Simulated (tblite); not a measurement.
C4H7F2NSi.
SMILES with atom numbers: `[F:1][C:2]1([F:3])[CH:4]=[CH:5][CH2:6][NH:7][SiH2:8]1` (hydrogens: H9 on C4; H10 on C5; H11, H12 on C6; H13 on N7; H14, H15 on Si8)

Computed with GFN2-xTB (tblite), gas phase: L-BFGS steps from a force-field or distance-geometry start until the largest atomic force falls under 0.01 eV/Å.

The end geometry, which sets the zero of energy:
```
atom  x, y, z in Å
F1     -0.0554    1.9134   -1.4992
C2     -0.3024    1.4812   -0.2103
F3     -0.7351    2.6172    0.4359
C4     -1.4162    0.4875   -0.2339
C5     -1.2524   -0.8252   -0.2073
C6      0.0186   -1.6044   -0.1238
N7      1.2259   -0.8193    0.0182
Si8     1.3120    0.7947    0.5776
H9     -2.4087    0.9135   -0.2961
H10    -2.1283   -1.4599   -0.2556
H11    -0.0837   -2.3117    0.7149
H12     0.0980   -2.2095   -1.0389
H13     2.0398   -1.4091    0.0967
H14     2.4924    1.4009   -0.0221
H15     1.1910    1.0388    2.0218
```

**Question.** These geometries come from the run, each turned onto the end geometry. Order them by energy, lowest first.
A.
```
atom  x, y, z in Å
F1      0.0451    1.0942   -1.7558
C2     -0.2406    1.3631   -0.4206
F3     -0.4717    2.7086   -0.2854
C4     -1.3996    0.5430   -0.0189
C5     -1.2282   -0.7799    0.0616
C6      0.0459   -1.5082   -0.2781
N7      1.2579   -0.9456    0.3711
Si8     1.1876    0.7404    0.7193
H9     -2.3453    0.9797    0.2352
H10    -2.0652   -1.3723    0.3615
H11    -0.0740   -2.5264    0.0568
H12     0.1742   -1.5184   -1.3692
H13     2.0535   -1.1856   -0.1971
H14     2.4306    1.4413    0.4498
H15     0.6253    0.9740    2.0477
```
B.
```
atom  x, y, z in Å
F1     -0.0325    1.7900   -1.5526
C2     -0.2934    1.4660   -0.2340
F3     -0.7038    2.6544    0.3216
C4     -1.4175    0.4879   -0.1817
C5     -1.2562   -0.8252   -0.1674
C6      0.0220   -1.5975   -0.1708
N7      1.2210   -0.8258    0.0874
Si8     1.3016    0.8014    0.6061
H9     -2.4094    0.9172   -0.1803
H10    -2.1354   -1.4565   -0.1741
H11    -0.0726   -2.4049    0.5722
H12     0.1107   -2.0796   -1.1584
H13     2.0333   -1.4184    0.1692
H14     2.4857    1.3981    0.0032
H15     1.1419    1.1006    2.0375
```
C.
```
atom  x, y, z in Å
F1      0.0433    1.0692   -1.7418
C2     -0.2273    1.3836   -0.4461
F3     -0.4666    2.7057   -0.2638
C4     -1.3980    0.5421   -0.0200
C5     -1.1989   -0.7812    0.0545
C6      0.0589   -1.4577   -0.2698
N7      1.2358   -0.9969    0.3991
Si8     1.1681    0.7552    0.6895
H9     -2.3531    0.9745    0.2356
H10    -2.0815   -1.3705    0.3660
H11    -0.0794   -2.5299    0.0615
H12     0.1762   -1.5257   -1.3815
H13     2.0691   -1.1794   -0.2173
H14     2.4319    1.4421    0.4548
H15     0.6170    0.9769    2.0572
```
D.
```
atom  x, y, z in Å
F1      0.1115    1.2385   -1.6962
C2     -0.2658    1.3955   -0.3757
F3     -0.6392    2.7104   -0.2812
C4     -1.4095    0.5007   -0.0377
C5     -1.2570   -0.8145    0.0160
C6      0.0259   -1.5127   -0.3197
N7      1.2057   -0.8068    0.1568
Si8     1.2286    0.8054    0.7149
H9     -2.3446    0.9776    0.2175
H10    -2.0974   -1.4329    0.3012
H11    -0.0053   -2.5207    0.1095
H12     0.0844   -1.6220   -1.4148
H13     2.0444   -1.3683    0.1194
H14     2.4749    1.4573    0.3569
H15     0.8389    1.0007    2.1109
```
E.
```
atom  x, y, z in Å
F1     -0.0009    1.3972   -1.6772
C2     -0.2763    1.4020   -0.3236
F3     -0.6193    2.6991   -0.0525
C4     -1.4175    0.4917   -0.0459
C5     -1.2672   -0.8230   -0.0597
C6      0.0295   -1.5304   -0.3071
N7      1.2131   -0.8266    0.1695
Si8     1.2734    0.8113    0.6473
H9     -2.3657    0.9588    0.1604
H10    -2.1233   -1.4660    0.0799
H11    -0.0150   -2.5123    0.1713
H12     0.1262   -1.6990   -1.3896
H13     1.9732   -1.4495    0.3857
H14     2.4868    1.4566    0.1614
H15     0.9786    1.0983    2.0579
```

**Answer.** B (0.005 eV), E (0.037 eV), D (0.085 eV), A (0.318 eV), C (0.633 eV).

In the order of the answer:

```
step  E above end (eV)  largest force (eV/Å)  rms force component (eV/Å)  rms distance from end (Å)  rms bond change (Å)  bond most changed (Å)
  90             0.005                  0.06                       0.019                      0.097                0.001          C6–H12 +0.003
  35             0.037                  0.11                       0.039                      0.359                0.005           C6–N7 +0.010
  21             0.085                  0.19                       0.069                      0.450                0.007          C2–Si8 +0.019
   2             0.318                  0.93                       0.295                      0.529                0.015           C6–N7 +0.038
   0             0.633                  2.90                       0.840                      0.534                0.028          N7–Si8 +0.067
```

The cost below is that of the whole relaxation. On an Arm Neoverse V1 with one thread, on a shared host, this took 0.72 s wall.
